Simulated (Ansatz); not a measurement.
Born–Oppenheimer molecular dynamics of a periodic cell of 20 atoms, HCl (contents 10 HCl, density as packed 1.48 g/cm³ with natural masses). It goes on from the last frame of an earlier run, with new velocities.

Computed with DFT PBE, scalar-relativistic, plane waves, PAW in Ansatz 0.2.0. Settings: accuracy low, cutoff 420 eV, k mesh 1x1x1, fermi-dirac smearing 0.05 eV, no spin polarisation.

```yaml
ensemble: NVT, Langevin thermostat
time_step: 0.5 fs
steps_asked: 400
set_temperature: 350 K
friction: 0.005 /fs
seed: 229722
```

Frames 10 fs apart, positions in Å, forces in eV/Å.

Velocities at 20.0 fs (Å/ps):

```
Cl -3.00 1.34 0.21
H 10.63 -2.41 -2.36
Cl -0.51 -3.21 0.45
H 0.34 -14.63 21.09
Cl -0.57 0.48 -1.29
H 19.35 -11.84 -9.80
Cl 0.05 3.20 -1.43
H 6.02 -24.51 13.83
Cl 2.84 -0.26 -2.67
H -9.08 -19.39 -4.92
Cl 3.10 -0.96 2.57
H 15.50 2.64 -5.04
Cl -4.52 -4.13 3.41
H 23.51 3.81 11.76
Cl 6.97 -1.89 -3.22
H -6.39 21.87 -3.84
Cl -1.43 0.31 -0.21
H -3.44 -3.80 -0.46
Cl 2.24 -1.81 -1.97
H -32.33 27.04 -8.52
```

```xyz
20
Lattice="7.4169 0.0000 0.0000 0.0000 7.4169 0.0000 0.0000 0.0000 7.4169" Properties=species:S:1:pos:R:3:forces:R:3 time_fs=20.0 energy_less_start_eV=0.216 T=261
Cl 2.111 0.533 3.079 -0.08 0.26 -0.13
H 2.827 -0.388 3.659 0.15 -0.18 0.09
Cl 0.614 3.812 2.776 0.52 -0.03 0.79
H 0.039 3.904 1.653 -0.29 0.18 -0.89
Cl 5.149 2.060 2.815 0.18 0.07 0.13
H 6.385 2.553 2.886 -0.53 -0.15 0.14
Cl 3.210 1.988 -0.529 0.25 0.00 -0.39
H 2.485 1.772 0.503 -0.18 -0.04 0.33
Cl 4.771 5.696 1.006 0.05 0.54 0.33
H 5.328 5.279 -0.119 0.03 -0.36 -0.05
Cl 6.109 4.063 5.938 -0.05 -1.94 1.17
H 6.258 5.049 5.164 0.26 1.28 -0.93
Cl 1.680 5.325 6.980 -1.14 -1.57 -1.16
H 2.228 6.249 7.576 1.01 1.67 1.08
Cl 3.642 5.134 4.189 -0.64 0.06 1.39
H 3.943 5.109 2.971 0.41 -0.21 -1.45
Cl 7.281 1.145 0.468 -1.25 -0.69 0.96
H 6.289 0.759 1.377 1.34 0.68 -1.24
Cl 6.655 6.912 4.612 0.42 0.33 -0.13
H 7.940 6.760 4.827 -0.46 0.09 -0.03
20
Lattice="7.4169 0.0000 0.0000 0.0000 7.4169 0.0000 0.0000 0.0000 7.4169" Properties=species:S:1:pos:R:3:forces:R:3 time_fs=30.0 energy_less_start_eV=0.138 T=284
Cl 2.078 0.548 3.083 0.15 0.07 0.00
H 2.901 -0.318 3.623 -0.01 -0.08 0.03
Cl 0.608 3.790 2.799 0.00 0.08 -0.26
H -0.061 3.850 1.681 0.27 0.11 0.18
Cl 5.146 2.067 2.793 -1.01 -0.33 0.09
H 6.383 2.397 2.854 0.60 0.27 0.23
Cl 3.209 2.011 -0.543 0.37 0.17 -0.75
H 2.670 1.577 0.519 -0.32 -0.22 0.71
Cl 4.801 5.697 0.988 0.27 -0.06 -0.39
H 5.245 4.946 -0.104 -0.14 0.32 0.54
Cl 6.143 4.040 5.964 0.15 -0.42 -0.02
H 6.408 5.122 5.192 -0.05 -0.14 0.36
Cl 1.636 5.297 7.012 -1.45 -1.49 -1.19
H 2.326 6.137 7.577 1.39 1.59 1.11
Cl 3.710 5.122 4.161 -0.34 0.18 -0.02
H 3.950 5.208 2.878 0.12 -0.21 -0.13
Cl 7.263 1.149 0.465 -0.81 -0.50 0.57
H 6.287 0.766 1.332 0.93 0.43 -0.92
Cl 6.666 6.896 4.590 1.56 0.42 0.22
H 8.008 7.044 4.853 -1.70 -0.20 -0.37
20
Lattice="7.4169 0.0000 0.0000 0.0000 7.4169 0.0000 0.0000 0.0000 7.4169" Properties=species:S:1:pos:R:3:forces:R:3 time_fs=40.0 energy_less_start_eV=0.073 T=315
Cl 2.051 0.565 3.092 0.45 -0.15 0.13
H 2.922 -0.256 3.658 -0.25 0.06 -0.13
Cl 0.607 3.775 2.829 -0.51 0.18 -1.08
H -0.067 3.894 1.672 0.76 -0.06 1.05
Cl 5.126 2.062 2.781 -0.95 -0.24 0.05
H 6.350 2.358 3.024 0.57 0.26 0.18
Cl 3.209 2.017 -0.559 0.23 0.14 -0.54
H 2.801 1.457 0.510 -0.19 -0.19 0.53
Cl 4.833 5.706 0.968 -0.16 0.47 0.45
H 5.077 4.714 0.135 0.21 -0.12 -0.38
Cl 6.170 4.005 5.991 0.39 0.07 -0.12
H 6.535 5.211 5.432 -0.32 -0.64 0.36
Cl 1.580 5.288 7.043 0.69 0.69 0.33
H 2.550 6.024 7.592 -0.69 -0.63 -0.41
Cl 3.768 5.100 4.133 -0.16 0.28 -0.99
H 4.034 5.169 2.805 -0.12 -0.17 0.94
Cl 7.251 1.142 0.467 1.25 0.36 -1.11
H 6.306 0.743 1.183 -1.07 -0.41 0.79
Cl 6.667 6.892 4.566 1.23 0.59 0.37
H 7.930 7.294 4.886 -1.37 -0.48 -0.42
20
Lattice="7.4169 0.0000 0.0000 0.0000 7.4169 0.0000 0.0000 0.0000 7.4169" Properties=species:S:1:pos:R:3:forces:R:3 time_fs=50.0 energy_less_start_eV=0.177 T=262
Cl 2.020 0.580 3.110 0.57 -0.25 0.17
H 2.877 -0.232 3.716 -0.33 0.16 -0.26
Cl 0.600 3.768 2.866 -0.35 0.22 -1.00
H 0.081 3.934 1.644 0.55 -0.16 1.05
Cl 5.086 2.042 2.774 -0.06 0.07 0.32
H 6.232 2.425 3.295 -0.25 0.00 -0.27
Cl 3.209 2.016 -0.572 0.12 0.03 -0.26
H 2.874 1.401 0.505 -0.10 -0.08 0.27
Cl 4.873 5.725 0.954 -0.29 0.39 0.34
H 5.036 4.647 0.224 0.22 -0.14 -0.31
Cl 6.188 3.973 6.030 0.00 -1.16 0.37
H 6.482 5.185 5.696 0.13 0.64 -0.30
Cl 1.528 5.290 7.066 1.70 0.70 0.46
H 2.747 5.774 7.502 -1.57 -0.64 -0.48
Cl 3.821 5.081 4.101 -0.20 0.16 -0.72
H 4.126 5.063 2.793 -0.16 0.01 0.83
Cl 7.248 1.127 0.452 2.68 0.94 -1.93
H 6.292 0.744 1.081 -2.48 -0.93 1.68
Cl 6.662 6.899 4.544 -0.83 -0.23 -0.10
H 7.741 7.508 4.835 0.66 0.27 0.15
20
Lattice="7.4169 0.0000 0.0000 0.0000 7.4169 0.0000 0.0000 0.0000 7.4169" Properties=species:S:1:pos:R:3:forces:R:3 time_fs=60.0 energy_less_start_eV=0.014 T=329
Cl 2.001 0.599 3.127 0.23 0.02 -0.06
H 2.776 -0.278 3.702 0.03 -0.12 -0.04
Cl 0.594 3.764 2.901 0.04 0.09 -0.18
H 0.386 3.852 1.617 0.09 -0.03 0.24
Cl 5.037 2.030 2.773 0.23 0.30 0.48
H 6.093 2.570 3.377 -0.46 -0.25 -0.55
Cl 3.204 2.012 -0.585 -0.06 -0.27 0.28
H 2.858 1.367 0.498 0.07 0.22 -0.28
Cl 4.910 5.748 0.950 -0.21 -0.57 -0.40
H 5.128 4.658 0.138 0.09 0.73 0.42
Cl 6.215 3.934 6.079 -0.07 -0.97 0.28
H 6.362 5.185 5.800 0.17 0.61 -0.37
Cl 1.474 5.293 7.080 1.31 0.24 0.19
H 2.755 5.533 7.415 -1.05 -0.14 -0.14
Cl 3.864 5.054 4.064 -0.61 0.17 0.93
H 4.207 4.996 2.834 0.21 -0.01 -0.75
Cl 7.256 1.101 0.424 0.29 -0.01 -0.35
H 6.167 0.860 1.070 -0.08 0.09 0.18
Cl 6.644 6.916 4.523 -1.57 -0.90 -0.21
H 7.645 7.619 4.762 1.34 0.80 0.34
20
Lattice="7.4169 0.0000 0.0000 0.0000 7.4169 0.0000 0.0000 0.0000 7.4169" Properties=species:S:1:pos:R:3:forces:R:3 time_fs=70.0 energy_less_start_eV=-0.029 T=351
Cl 2.002 0.613 3.138 -0.10 0.47 -0.26
H 2.617 -0.394 3.640 0.39 -0.57 0.20
Cl 0.594 3.760 2.943 -0.08 0.02 0.95
H 0.721 3.784 1.681 0.06 0.04 -0.94
Cl 4.979 2.020 2.765 0.27 0.29 0.16
H 6.026 2.726 3.179 -0.28 -0.31 -0.37
Cl 3.196 2.017 -0.604 -0.23 -0.54 0.88
H 2.851 1.415 0.536 0.24 0.49 -0.90
Cl 4.936 5.765 0.943 -0.26 0.15 0.11
H 5.341 4.803 0.099 0.01 0.02 0.13
Cl 6.236 3.884 6.137 0.06 0.78 -0.49
H 6.300 5.176 5.692 0.14 -0.99 0.10
Cl 1.438 5.296 7.094 -0.49 -0.06 -0.22
H 2.650 5.388 7.462 0.87 0.15 0.31
Cl 3.876 5.031 4.041 -0.51 0.14 0.57
H 4.354 4.985 2.840 0.12 0.05 -0.43
Cl 7.288 1.064 0.380 -1.63 0.18 0.76
H 6.078 1.191 1.070 1.71 -0.04 -0.73
Cl 6.620 6.941 4.495 -0.57 -0.28 0.08
H 7.644 7.697 4.694 0.29 0.03 0.09
20
Lattice="7.4169 0.0000 0.0000 0.0000 7.4169 0.0000 0.0000 0.0000 7.4169" Properties=species:S:1:pos:R:3:forces:R:3 time_fs=80.0 energy_less_start_eV=-0.020 T=321
Cl 2.022 0.631 3.146 0.22 -0.24 0.04
H 2.510 -0.552 3.440 0.07 0.10 0.01
Cl 0.605 3.750 2.986 -0.10 -0.03 0.20
H 1.045 3.775 1.773 -0.01 0.07 -0.30
Cl 4.915 2.002 2.756 -0.46 -0.32 -0.24
H 5.930 2.780 2.805 0.66 0.44 0.13
Cl 3.189 2.009 -0.625 -0.20 -0.48 0.97
H 2.868 1.477 0.558 0.24 0.45 -1.02
Cl 4.958 5.770 0.949 -0.50 0.74 0.59
H 5.546 4.931 0.130 0.19 -0.48 -0.29
Cl 6.262 3.832 6.193 0.08 0.39 -0.78
H 6.314 4.990 5.508 0.07 -0.58 0.31
Cl 1.416 5.311 7.098 -1.45 -0.09 -0.52
H 2.583 5.366 7.508 1.93 0.19 0.62
Cl 3.881 5.005 4.024 -0.02 0.20 -0.56
H 4.456 5.040 2.804 -0.35 0.03 0.63
Cl 7.320 1.037 0.329 -1.09 0.58 0.71
H 6.277 1.526 1.064 0.98 -0.67 -0.66
Cl 6.586 6.976 4.479 0.18 0.11 0.24
H 7.709 7.662 4.617 -0.42 -0.42 -0.09
20
Lattice="7.4169 0.0000 0.0000 0.0000 7.4169 0.0000 0.0000 0.0000 7.4169" Properties=species:S:1:pos:R:3:forces:R:3 time_fs=90.0 energy_less_start_eV=0.052 T=315
Cl 2.051 0.628 3.146 0.46 -1.07 0.06
H 2.562 -0.617 3.234 -0.26 0.86 0.08
Cl 0.625 3.740 3.020 0.04 -0.07 -0.15
H 1.305 3.755 1.911 -0.18 0.07 0.03
Cl 4.848 1.998 2.740 -0.38 -0.28 -0.13
H 5.839 2.786 2.571 0.59 0.43 0.08
Cl 3.175 1.990 -0.635 0.08 -0.03 0.02
H 2.919 1.558 0.558 0.00 0.01 -0.08
Cl 4.977 5.781 0.958 0.18 -0.10 -0.14
H 5.705 4.923 0.166 -0.48 0.36 0.27
Cl 6.292 3.778 6.237 0.04 -0.63 -0.15
H 6.403 4.744 5.385 -0.01 0.52 -0.20
Cl 1.407 5.326 7.109 0.29 0.00 0.06
H 2.629 5.468 7.506 0.24 0.10 0.00
Cl 3.889 4.984 4.007 0.19 0.27 -0.67
H 4.617 5.072 2.859 -0.61 0.02 0.72
Cl 7.346 1.021 0.278 0.62 -0.35 -0.48
H 6.473 1.566 1.015 -0.70 0.17 0.54
Cl 6.547 6.996 4.470 0.65 0.09 0.28
H 7.785 7.499 4.530 -0.77 -0.37 -0.15
20
Lattice="7.4169 0.0000 0.0000 0.0000 7.4169 0.0000 0.0000 0.0000 7.4169" Properties=species:S:1:pos:R:3:forces:R:3 time_fs=100.0 energy_less_start_eV=0.222 T=203
Cl 2.075 0.612 3.139 0.19 -0.48 -0.01
H 2.682 -0.557 3.136 -0.11 0.24 0.16
Cl 0.646 3.741 3.059 0.26 -0.12 -0.47
H 1.433 3.700 2.006 -0.43 0.11 0.34
Cl 4.806 1.995 2.722 0.78 0.56 -0.37
H 5.850 2.786 2.505 -0.47 -0.43 0.26
Cl 3.165 1.975 -0.648 0.30 0.26 -1.20
H 2.952 1.686 0.554 -0.20 -0.29 1.12
Cl 4.989 5.799 0.968 -0.01 0.15 -0.07
H 5.685 4.954 0.192 -0.24 0.10 0.04
Cl 6.319 3.714 6.263 -0.08 -1.22 0.57
H 6.453 4.639 5.421 0.08 1.25 -0.89
Cl 1.416 5.329 7.128 2.00 0.44 0.37
H 2.711 5.685 7.412 -1.50 -0.41 -0.33
Cl 3.903 4.958 3.994 -0.70 0.14 0.70
H 4.665 5.059 2.963 0.28 0.10 -0.52
Cl 7.378 1.011 0.218 1.92 -0.95 -1.48
H 6.505 1.440 0.950 -2.01 0.78 1.65
Cl 6.514 7.011 4.473 0.23 -0.19 0.18
H 7.787 7.321 4.382 -0.28 -0.05 -0.06
20
Lattice="7.4169 0.0000 0.0000 0.0000 7.4169 0.0000 0.0000 0.0000 7.4169" Properties=species:S:1:pos:R:3:forces:R:3 time_fs=110.0 energy_less_start_eV=0.098 T=250
Cl 2.097 0.595 3.137 -0.50 0.58 0.02
H 2.756 -0.491 3.079 0.46 -0.85 0.11
Cl 0.677 3.743 3.097 0.22 -0.16 -0.47
H 1.452 3.645 2.039 -0.44 0.14 0.37
Cl 4.776 1.989 2.696 1.19 0.78 -0.29
H 5.850 2.798 2.623 -0.76 -0.70 0.12
Cl 3.158 1.973 -0.668 0.24 0.15 -1.46
H 3.016 1.809 0.562 -0.14 -0.19 1.35
Cl 4.998 5.809 0.980 -0.34 0.68 0.33
H 5.617 4.972 0.195 0.21 -0.48 -0.37
Cl 6.346 3.666 6.283 0.11 0.56 -0.72
H 6.466 4.736 5.497 -0.13 -0.37 0.36
Cl 1.435 5.335 7.138 1.59 0.60 0.07
H 2.641 5.937 7.247 -1.21 -0.61 -0.06
Cl 3.909 4.942 3.990 -0.83 0.08 0.96
H 4.637 5.040 2.947 0.45 0.11 -0.72
Cl 7.410 1.006 0.163 0.28 -0.06 -0.05
H 6.471 1.212 1.008 -0.41 -0.02 0.33
Cl 6.487 7.020 4.476 -0.45 -0.35 0.24
H 7.740 7.177 4.230 0.46 0.11 -0.12
20
Lattice="7.4169 0.0000 0.0000 0.0000 7.4169 0.0000 0.0000 0.0000 7.4169" Properties=species:S:1:pos:R:3:forces:R:3 time_fs=120.0 energy_less_start_eV=0.096 T=287
Cl 2.122 0.572 3.128 -0.50 0.29 -0.01
H 2.791 -0.522 3.140 0.35 -0.64 0.16
Cl 0.713 3.740 3.128 -0.06 -0.14 -0.21
H 1.336 3.671 1.988 -0.19 0.11 0.13
Cl 4.756 1.988 2.662 0.63 0.25 -0.09
H 5.819 2.737 2.837 -0.15 -0.22 -0.11
Cl 3.155 1.970 -0.696 0.05 -0.05 -0.15
H 3.122 1.965 0.594 0.04 -0.01 0.02
Cl 5.016 5.823 0.987 0.15 -0.13 -0.32
H 5.541 4.902 0.135 -0.18 0.18 0.37
Cl 6.367 3.630 6.307 0.06 1.48 -1.03
H 6.461 4.796 5.582 -0.14 -1.13 0.65
Cl 1.466 5.338 7.153 0.65 0.28 -0.10
H 2.490 6.155 7.093 -0.36 -0.29 0.11
Cl 3.897 4.931 3.999 0.14 0.19 -0.54
H 4.583 5.025 2.837 -0.48 0.02 0.69
Cl 7.436 1.007 0.111 -1.31 -0.20 1.67
H 6.484 0.852 1.093 1.23 0.21 -1.34
Cl 6.462 7.038 4.484 -0.18 -0.33 0.17
H 7.684 7.070 4.056 0.26 0.10 -0.07
```

Of the whole run (200 fs, mean temperature of the second half 307 K): The mean temperature of the second half is 12 % below the set value. A run of 0.2 ps of so small a system gives no equilibrium averages. Limits of this set-up: coarse k mesh, low accuracy level.

The run took 17 min on 1 thread of Arm Neoverse N1, on a shared host, peak memory 0.43 GiB.
